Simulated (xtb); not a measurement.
xtb input (GFN2-xTB):

```bash
xtb mol.xyz --gfn 2 --sp --chrg -1 --uhf 0
```
mol.xyz:
```
3

In     1.27230024     0.09623716    -0.01291299
I     -0.74208703     1.79321673    -1.46642343
I     -0.43419054    -1.88219071     1.47836185
```

End of the output:

```
         :::::::::::::::::::::::::::::::::::::::::::::::::::::
         ::                     SUMMARY                     ::
         :::::::::::::::::::::::::::::::::::::::::::::::::::::
         :: total energy              -9.268783490886 Eh    ::
         :: gradient norm              0.009976051925 Eh/a0 ::
         :: HOMO-LUMO gap              4.955865272862 eV    ::
         ::.................................................::
         :: SCC energy                -9.270172859299 Eh    ::
         :: -> isotropic ES            0.122929414477 Eh    ::
         :: -> anisotropic ES         -0.000505731622 Eh    ::
         :: -> anisotropic XC         -0.010753481356 Eh    ::
         :: -> dispersion             -0.003071982406 Eh    ::
         :: repulsion energy           0.001389368414 Eh    ::
         :: add. restraining           0.000000000000 Eh    ::
         :: total charge              -1.000000000000 e     ::
         :::::::::::::::::::::::::::::::::::::::::::::::::::::

           -------------------------------------------------
          |                Property Printout                |
           -------------------------------------------------

    * Orbital Energies and Occupations

         #    Occupation            Energy/Eh            Energy/eV
      -------------------------------------------------------------
         1        2.0000           -0.5219975             -14.2043
         2        2.0000           -0.5214769             -14.1901
         3        2.0000           -0.3278939              -8.9224
         4        2.0000           -0.2371491              -6.4532
         5        2.0000           -0.2279286              -6.2023
         6        2.0000           -0.2250841              -6.1248
         7        2.0000           -0.2238189              -6.0904
         8        2.0000           -0.2184047              -5.9431
         9        2.0000           -0.2114989              -5.7552 (HOMO)
        10                         -0.0293742              -0.7993 (LUMO)
        11                          0.0328460               0.8938
Note: The following floating-point exceptions are signalling: IEEE_DENORMAL
normal termination of xtb
        12                          0.0376262               1.0239
        13                          0.1630097               4.4357
        14                          0.1857110               5.0535
        15                          0.2042097               5.5568
        16                          0.2528825               6.8813
        17                          0.2572924               7.0013
        18                          0.2639377               7.1821
        19                          0.2651582               7.2153
        20                          0.2661868               7.2433
       ...                                ...                  ...
        27                          1.2232464              33.2862
      -------------------------------------------------------------
                  HL-Gap            0.1821247 Eh            4.9559 eV
             Fermi-level           -0.1204366 Eh           -3.2772 eV

     #   Z          covCN         q      C6AA      α(0)
     1  49 In       1.576     0.084   386.875    44.482
     2  53 I        0.788    -0.542   413.801    35.118
     3  53 I        0.788    -0.542   413.801    35.118

 Mol. C6AA /au·bohr⁶  :       3608.485179
 Mol. C8AA /au·bohr⁸  :     391793.010557
 Mol. α(0) /au        :        114.716755

Wiberg/Mayer (AO) data.
largest (>0.10) Wiberg bond orders for each atom

 ---------------------------------------------------------------------------
     #   Z sym  total        # sym  WBO       # sym  WBO       # sym  WBO
 ---------------------------------------------------------------------------
     1  49 In   1.593 --     3 I    0.797     2 I    0.797
     2  53 I    0.794 --     1 In   0.797
     3  53 I    0.794 --     1 In   0.797
 ---------------------------------------------------------------------------

Topologies differ in total number of bonds
Writing topology from bond orders to xtbtopo.mol

molecular dipole:
                 x           y           z       tot (Debye)
 q only:        1.405       0.106      -0.014
   full:        2.697       0.204      -0.027       6.874
molecular quadrupole (traceless):
                xx          xy          yy          xz          yz          zz
 q only:        9.783       1.545      -8.404      -1.303      15.705      -1.379
  q+dip:       15.799       2.521     -13.784      -2.172      26.301      -2.014
   full:       14.796       2.471     -13.815      -2.328      28.634      -0.982

           -------------------------------------------------
          | TOTAL ENERGY               -9.268783490886 Eh   |
          | GRADIENT NORM               0.009976051925 Eh/α |
          | HOMO-LUMO GAP               4.955865272862 eV   |
           -------------------------------------------------

------------------------------------------------------------------------
------------------------------------------------------------------------
 total:
 SCF:
```
